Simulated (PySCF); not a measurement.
Exercise with solution: chemical shift, span and skew from a shielding tensor

Al(F)(NCO)(OMe) (C2H3AlFNO2), SMILES C[O][Al]([F])[N]=C=O. Atoms are numbered in the order given.

```xyz
10

Al     0.6078     0.5349     0.0000
F      2.2377     0.8086     0.0000
N      0.0273    -1.1291     0.0000
C     -0.3347    -2.2764     0.0000
O     -0.6938    -3.3907     0.0000
O     -0.4239     1.8530     0.0000
C     -1.7916     2.1495     0.0000
H     -2.0540     2.7466     0.8909
H     -2.0540     2.7466    -0.8909
H     -2.4250     1.2427     0.0000
```

Coordinates come from a B3LYP-D3(BJ)/def2-SVP optimisation. Other conformers were not sampled.

GIAO shieldings from PBE/pcSseg-1 in PySCF, non-relativistic, no solvent. The symmetric part of the tensor of C7 has the principal values 92.8, 97.6, 178.9 ppm. The same nucleus in TMS has σ = 182.0 ppm at this level (PySCF, at its B3LYP-D3(BJ)/def2-TZVP geometry).

Q: Work out the isotropic shielding, the ¹³C shift against TMS, the span and the skew.

A: 
σ(iso) = (σ11 + σ22 + σ33)/3 = 123.1 ppm. δ = σ(ref) − σ(iso) = 182.0 − (123.1) = 58.9 ppm.
Span Ω = σ33 − σ11 = 86.1 ppm. Skew κ = 3(σ(iso) − σ22)/Ω = 0.89. Tumbling in solution averages the tensor to δ; in a static solid the shielding alone would spread this spin-1/2 line over Ω.
